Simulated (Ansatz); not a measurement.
Pulling on the Br1–H2 bond in HBr (multiplicity 1 held). Energies count from the point at 1.425 Å.


R- and RO- levels are restricted; in cc, def2 and unpolarised 6-31G sets they are followed outwards from rest. Active spaces are followed from rest. Levels need not reach the same state.

Correlated levels freeze the cores. Filled d and f shells under p-block atoms count as core.

Codes used: Ansatz (a first-principles code). Each number belongs to the level named beside it.

Energies in kcal/mol.

```
R (Å)  R-HF/cc-pVTZ  R-CCSDT/cc-pVTZ  SC-NEVPT2 on CASSCF(8,5)/cc-pVTZ  FIC-NEVPT4(SD) on CASSCF(8,5)/cc-pVTZ  FIC-MRCISD+Q on CASSCF(8,5)/cc-pVTZ
-----  ------------  ---------------  --------------------------------  -------------------------------------  -----------------------------------
1.140          38.1             39.5                              39.5                                   39.5                                 39.5
1.282           6.4              7.3                               7.3                                    7.3                                  7.3
1.425           0.0              0.0                               0.0                                    0.0                                  0.0
1.567           6.4              5.0                               5.0                                    5.0                                  5.0
1.710          19.0             15.6                              15.6                                   15.6                                 15.6
1.923          41.9             34.6                              34.4                                   34.5                                 34.5
2.137          65.0             52.3                              51.9                                   52.1                                 52.1
2.493          98.9             73.6                              72.9                                   73.2                                 73.2
2.850         125.5             84.6                              83.5                                   83.9                                 83.9
3.277         148.9             89.6                              88.2                                   88.7                                 88.7
3.847         169.4             91.2                              89.8                                   90.3                                 90.3
4.559         184.5             91.5                              90.1                                   90.6                                 90.6
5.699         196.5             91.5                              90.1                                   90.7                                 90.6
```

Doubts at one or more of the structures used: a restricted determinant that unrestricted orbitals would lower (R-HF/cc-pVTZ, R-CCSDT/cc-pVTZ); other coupled-cluster roots lie near (R-CCSDT/cc-pVTZ); T1 above 0.05 (R-CCSDT/cc-pVTZ).
